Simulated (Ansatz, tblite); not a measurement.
Cost and result up the ladder for TeOCl2 (TeCl2O) (4 atoms). The state is a singlet with charge 0. Geometry: PBE-D4/def2-SVP.

| atom | x (Å) | y (Å) | z (Å) |
| --- | --- | --- | --- |
| Te1 | 0.2952 | 0.1466 | -0.6705 |
| O2 | -1.4620 | 0.5477 | -0.9758 |
| Cl3 | 0.8873 | 1.3717 | 1.3327 |
| Cl4 | 0.2795 | -2.0660 | 0.3137 |

Ansatz on 4 threads of Arm Neoverse V1 on a shared host; xTB runs through tblite on one thread. Times are rough, summed over both states, and most runs start from the orbitals of an earlier one. No level here is sound enough to serve as a yardstick. The other state is a triplet.

In the def2 sets Te takes a core potential; there is no spin–orbit coupling. The xTB rows come from tblite.

xTB has no spin-polarisation term.

| level | functions | wall time | vertical triplet (eV) |
| --- | --- | --- | --- |
| GFN1-xTB | 31 | 0.008 s | 4.02 |
| GFN2-xTB | 31 | 0.009 s | 4.05 |
| PBE-D4/def2-TZVP (with forces) | 155 | 6.9 s | 3.35 |
| r2SCAN-D4/def2-TZVP | 155 | 17 s | 3.29 |
